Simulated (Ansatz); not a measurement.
C$_{3}$H$_{9}$OSi (SMILES CCO[SiH]C), doublet, geometry from GFN2-xTB. Base run: R2SCAN/3-21G in Ansatz (an electronic-structure program).

Ansatz was given this input:
Ansatz 0.2 input:
```yaml
crystal:
  periodic: [false, false, false]
  atoms:
    - {symbol: C, position_ang: [2.41378070, -1.13115148, -0.46578042]}
    - {symbol: C, position_ang: [1.14726911, -0.35368402, -0.78233997]}
    - {symbol: O, position_ang: [0.50680121, 0.00475492, 0.41959238]}
    - {symbol: Si, position_ang: [-0.86703288, 0.83762587, 0.64892059]}
    - {symbol: C, position_ang: [-2.40107071, -0.01794513, -0.08047721]}
    - {symbol: H, position_ang: [2.91815378, -1.41450380, -1.38608488]}
    - {symbol: H, position_ang: [2.16642389, -2.02754711, 0.09706671]}
    - {symbol: H, position_ang: [3.08205162, -0.51975112, 0.13506892]}
    - {symbol: H, position_ang: [1.38950688, 0.55388138, -1.34926984]}
    - {symbol: H, position_ang: [0.46825986, -0.96490865, -1.38983032]}
    - {symbol: H, position_ang: [-0.74435096, 2.20508153, 0.13574560]}
    - {symbol: H, position_ang: [-2.50886585, -1.03598343, 0.28527433]}
    - {symbol: H, position_ang: [-3.30883863, 0.52110194, 0.17034644]}
    - {symbol: H, position_ang: [-2.33816445, -0.06548864, -1.16835862]}
basis:
  gaussian:
    orbitals: 3-21G.json
hamiltonian:
  xc: r2scan
magnetization: {spin_polarized: true, initial_magnetization: 1}
```
The basis file holds 3-21G in the JSON format of the Basis Set Exchange.

Each row names what was changed in the base input (with any setting that the change needs).

| change | ΔE vs base (kcal/mol) |
|---|---|
| base | 0.000 |
| final_grid = 10, 20, 41 | 0.010 |
| point_charge = charge:1.0 position_ang:0.1799, 1.9854, -6.5143 | 1.27 |
| lower_state_search = full | 0.000 |
| lower_state_search = off | 0.000 |
| final_grid = 14, 28, 59 | 0.010 |
| point_charge = charge:0.5 position_ang:0.3862, -4.9418, -4.9185 | 0.75 |
| point_charge = charge:-1.0 position_ang:-3.3144, -4.5442, -3.9026 | -2.13 |
| nuclear_model = gaussian | 0.094 |
| forces = on | 0.000 |
| fitting.mean_field = def2-universal-JKFIT | -0.202 |
